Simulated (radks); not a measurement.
Neutral dysprosium inside a hard spherical wall (all orbitals vanish at R), configuration held at [Xe] 4f10 6s2 and not refilled when levels cross. All-electron calculation, scalar-relativistic Kohn-Sham, PBE, spin-unpolarised, spherical densities, point nucleus. Program: a radial shooting solver on a logarithmic mesh with Libxc functionals. Eigenvalues in eV, with the zero of energy where the potential of the charges vanishes at infinity; a dash marks a level that is unbound or too diffuse for the functional's potential to be trusted. A positive occupied level is held by the wall or, in an anion where self-interaction has pushed it up, behind a barrier. The pressure on the wall is -dE/dV.

R (bohr) = free: E (hartree) -12157.2551; kinetic (hartree) 13117.398; e(5s) -48.921; e(5p) -25.351; e(6s) -3.747; e(4f) -3.111; e(5d, empty) -1.172; e(6p, empty) -1.160; pressure (GPa) 0
R (bohr) = 20: E (hartree) -12157.2551; kinetic (hartree) 13117.398; e(5s) -48.921; e(5p) -25.351; e(6s) -3.747; e(4f) -3.111; e(5d, empty) -1.172; e(6p, empty) -1.159; pressure (GPa) < 0.0001
R (bohr) = 10: E (hartree) -12157.2525; kinetic (hartree) 13117.421; e(5s) -48.754; e(5p) -25.186; e(6s) -3.615; e(4f) -2.948; e(5d, empty) -0.999; e(6p, empty) -0.788; pressure (GPa) 0.0580
R (bohr) = 8: E (hartree) -12157.2381; kinetic (hartree) 13117.512; e(5s) -48.247; e(5p) -24.687; e(6s) -3.148; e(4f) -2.451; e(5d, empty) -0.501; e(6p, empty) 0.122; pressure (GPa) 0.579
R (bohr) = 6: E (hartree) -12157.1456; kinetic (hartree) 13117.930; e(5s) -46.638; e(5p) -23.128; e(6s) -1.101; e(4f) -0.851; e(5d, empty) 1.201; e(6p, empty) 3.541; pressure (GPa) 6.73
R (bohr) = 5: E (hartree) -12156.9651; kinetic (hartree) 13118.625; e(5s) -44.856; e(5p) -21.440; e(6s) 2.115; e(4f) 0.989; e(5d, empty) 3.330; e(6p, empty) 8.475; pressure (GPa) 27.5
R (bohr) = 4: E (hartree) -12156.3921; kinetic (hartree) 13120.770; e(5s) -41.275; e(5p) -18.056; e(6s) 10.770; e(4f) 4.934; e(5d, empty) 8.104; e(6p, empty) 20.716; pressure (GPa) 150
R (bohr) = 3.5: E (hartree) -12155.6301; kinetic (hartree) 13123.646; e(5s) -37.790; e(5p) -14.629; e(6s) 20.825; e(4f) 9.012; e(5d, empty) 13.099; e(6p, empty) 33.932; pressure (GPa) 418
R (bohr) = 3: E (hartree) -12153.9050; kinetic (hartree) 13130.068; e(5s) -31.599; e(5p) -8.135; e(6s) 40.784; e(4f) 16.506; e(5d, empty) 22.456; e(6p, empty) 58.588; pressure (GPa) 1350
